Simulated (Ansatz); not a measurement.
Geometry optimisation, Ansatz 0.2.0, RKS B3LYP-D4/def2-mTZVP.

input.yaml

```yaml
crystal:
  periodic: [false, false, false]
  atoms:
    - { symbol: Mg, position_ang: [-0.1274, -1.0035, -0.4266] }
    - { symbol: H, position_ang: [0.7515, -0.6224, 1.6292] }
    - { symbol: Cl, position_ang: [-0.7616, -2.5939, -1.6778] }
    - { symbol: H, position_ang: [-0.586, 0.9243, -0.0808] }
    - { symbol: F, position_ang: [-1.7551, 0.6645, -0.1347] }
    - { symbol: H, position_ang: [0.7714, 0.1112, 0.9802] }
    - { symbol: O, position_ang: [0.6835, 0.8094, -0.0962] }
    - { symbol: H, position_ang: [1.0237, 1.7104, -0.1933] }
basis:
  gaussian: { orbitals: def2-mTZVP }
hamiltonian:
  xc: b3lyp
  dispersion: d4
relax:
  f_tol: 0.15
  max_steps: 25
  restrain:
    - { distance: [0, 4], at: 1.98, k: 30.0 }
    - { distance: [3, 6], at: 0.97, k: 30.0 }
    - { distance: [5, 1], at: 0.62, k: 30.0 }
    - { distance: [0, 1], at: 3.02, k: 30.0 }
    - { distance: [3, 4], at: 2.18, k: 30.0 }
    - { distance: [5, 6], at: 2.27, k: 30.0 }
```

Launched with:

```bash
$ ansatz run input.yaml --threads 2 --pin off --max-ram 3072MiB --backend cpu --events-out ev --progress --plain --runs-dir out
```

Task: Where does it end, and by what steps?

Result: The forces met the threshold. The restraints hold the end off the free minimum. After 12 steps the energy has fallen by 2.195 eV (the restraints' own energy left out); H4 moved furthest, 0.77 Å. Parted: Mg1–H4, Mg1–H6. Joined: H2–H6, H4–O7.

```tsv
step	energy less start (eV)	largest force component (eV/Å)	accepted
0	0.0000	2.753	yes
1	-0.5783	2.442	yes
2	-0.8869	2.856	yes
3	-1.3065	2.791	yes
4	-1.7242	2.150	yes
5	-1.9282	1.900	yes
6	-2.0895	1.427	no
7	-2.0339	1.605	yes
8	-2.1060	1.371	yes
9	-2.1529	1.451	yes
10	-2.1739	1.753	yes
11	-2.1910	1.749	yes
12	-2.1950	1.719	yes
```

```xyz
8
Properties=species:S:1:pos:R:3
Mg -0.794 -0.673 -0.624
H 0.763 -0.902 1.953
Cl -0.032 -2.507 -1.605
H -0.229 1.607 -0.123
F -2.133 0.561 0.018
H 0.815 -0.355 1.531
O 0.452 0.935 -0.310
H 1.158 1.334 -0.839
```

Whether the end is a true minimum wasn't checked by a vibrational analysis.

Run time: 28 s on 2 threads of Arm Neoverse V2 (shared host), peak memory 0.18 GiB.
